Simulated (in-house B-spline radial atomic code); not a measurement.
Ionising neutral barium with different functionals

Computed with an all-electron radial atomic-structure program (B-spline basis): scalar-relativistic (spin-free X2C) Hamiltonian, Fermi nucleus of rms radius 4.8378 fm, spin-polarised at highest spin, spherical fractional occupations for the functionals, and exact exchange of hybrids averaged over the configuration. The ionisation energy is the difference of two self-consistent energies, [Xe] 6s2 → [Xe] 6s1, without Breit or QED terms; ε is the level of the shell that loses the electron (its least bound occupied spin orbital). There is no spin-orbit coupling in this Hamiltonian.

| method | rung | ΔSCF (eV) | -ε(6s) (eV) |
| --- | --- | --- | --- |
| PBE0 | global hybrid | 5.12 | 3.70 |
| B3LYP | global hybrid | 5.24 | 3.58 |
| TPSSh | global hybrid | 5.08 | 3.40 |
| BHandHLYP | global hybrid | 5.05 | 4.00 |
| r2SCAN0 | global hybrid | 4.95 | 3.71 |
| B97-1 | global hybrid | 5.32 | 3.54 |
| HSE06 | range-separated hybrid | 5.13 | 3.39 |
| wB97X | range-separated hybrid | 5.37 | 5.10 |
| CAM-B3LYP | range-separated hybrid | 5.16 | 4.39 |
| LC-wPBE | range-separated hybrid | 4.92 | 5.08 |

(1) Among the functionals, which spreads more, the ΔSCF values or the orbital energies?

(2) How do they compare with the NIST value?

## Answers

(1) The orbital energies: ΔSCF values span about 0.45 eV and the orbital energies 1.71 eV.

(2) NIST lists 5.212 eV (measured, ground level to ground level). Errors run from -0.29 to +0.16 eV; B3LYP is closest (+0.03 eV), but part of that can be cancellation, since the calculations leave out Breit-QED terms.
